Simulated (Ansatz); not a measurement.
Reaction 4 R1 + R2 → P1 + P2 + 3 P3, each structure at its B3LYP-D3(BJ)/def2-TZVP stationary point, reached from a drawn start (curvature not checked).
R1: H2 (SMILES [H][H]), charge 0, multiplicity 1.
P1: H2O (SMILES O), charge 0, multiplicity 1.
P2: NH3 (SMILES N), charge 0, multiplicity 1.
P3: SiH4 (SMILES [SiH4]), charge 0, multiplicity 1.
R2, H9NOSi3 (SMILES [SiH3]N[SiH2]O[SiH3]) (charge 0, multiplicity 1, Z-matrix in Å and degrees):
```
N
H 1 1.0115
Si 1 1.7217 2 115.43
O 3 1.6415 1 112.90 2 -89.99
Si 4 1.6397 3 140.87 1 -14.94
Si 1 1.7336 2 116.12 3 -175.18
H 3 1.4757 4 107.75 5 104.56
H 3 1.4767 7 112.18 4 -117.86
H 5 1.4781 4 108.34 3 -160.89
H 6 1.4788 1 106.72 2 178.04
H 5 1.4817 9 109.43 4 120.35
H 5 1.4826 9 109.57 11 119.06
H 6 1.4829 10 109.77 1 -121.16
H 6 1.4833 10 109.36 13 -117.80
```

P less R. No zero-point or thermal terms. One arrangement of each flexible species, with no search for the lowest.

Correlated levels freeze the cores.

The values were computed with Ansatz (a first-principles code) with Gaussian orbitals. No computed number here is a measurement.

Total energies in hartree:

```
structure  PBE/def2-TZVPP  B3LYP/def2-TZVPP  CCSD(T)/cc-pV(T+d)Z
---------  --------------  ----------------  -------------------
R1              -1.166122         -1.180004            -1.172336
P1             -76.380147        -76.466662           -76.332115
P2             -56.510610        -56.588616           -56.473042
P3            -291.721620       -291.917183          -291.440117
R2           -1003.460150      -1004.160397         -1002.523686
```

Work out the reaction energy at each level in kcal/mol (1 hartree = 627.50947 kcal/mol), and say how far PBE/def2-TZVPP lies from CCSD(T)/cc-pV(T+d)Z.


- PBE/def2-TZVPP: 3 × (-291.721620) + (-76.380147) + (-56.510610) − (-1003.460150) − 4 × (-1.166122) = 0.069021 hartree = 43.31 kcal/mol
- B3LYP/def2-TZVPP: 3 × (-291.917183) + (-76.466662) + (-56.588616) − (-1004.160397) − 4 × (-1.180004) = 0.073586 hartree = 46.18 kcal/mol
- CCSD(T)/cc-pV(T+d)Z: 3 × (-291.440117) + (-76.332115) + (-56.473042) − (-1002.523686) − 4 × (-1.172336) = 0.087522 hartree = 54.92 kcal/mol
PBE/def2-TZVPP less CCSD(T)/cc-pV(T+d)Z: -11.61 kcal/mol. CCSD(T)/cc-pV(T+d)Z is the level counted from, the highest shown, and no exact or measured value.
